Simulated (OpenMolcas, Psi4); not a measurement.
**How methods differ on C2F3Si (SMILES [C]#C[Si](F)(F)F)**

C2F3Si: 6 atoms, total charge 0, spin state doublet. SMILES: `[C]#C[Si](F)(F)F`. Geometry: relaxed at PBE0-D4/def2-TZVP.

Quantity: the vertical ionisation energy (to the singlet cation), in eV. The values are calculated.

```tsv
level	kind	program	value (eV)	CPU time (all runs)
UHF/cc-pVDZ	Hartree–Fock	OpenMolcas	15.27	33 s
USVWN5/cc-pVDZ	LDA	OpenMolcas	13.48	2.1 min
UB3LYP/cc-pVDZ	global hybrid	OpenMolcas	14.26	2 min
UBHLYP/cc-pVDZ	global hybrid	OpenMolcas	14.90	1.9 min
UM06-2X/cc-pVDZ	hybrid meta-GGA	OpenMolcas	14.67	2.2 min
UPBE0/cc-pVDZ	global hybrid	OpenMolcas	14.48	2 min
UDSD-PBEP86/cc-pVDZ (density fitting for correlation)	double hybrid	Psi4	14.42	27 s
UMP3/cc-pVDZ	perturbation theory	Psi4	14.27	25 s
```

The values span 13.48 to 15.27 eV. Spin contamination of the reference (⟨S²⟩ at least 0.1 too high) touches UHF/cc-pVDZ, UDSD-PBEP86/cc-pVDZ, UMP3/cc-pVDZ. CPU times are rough (shared hosts, several kinds of processor and program).
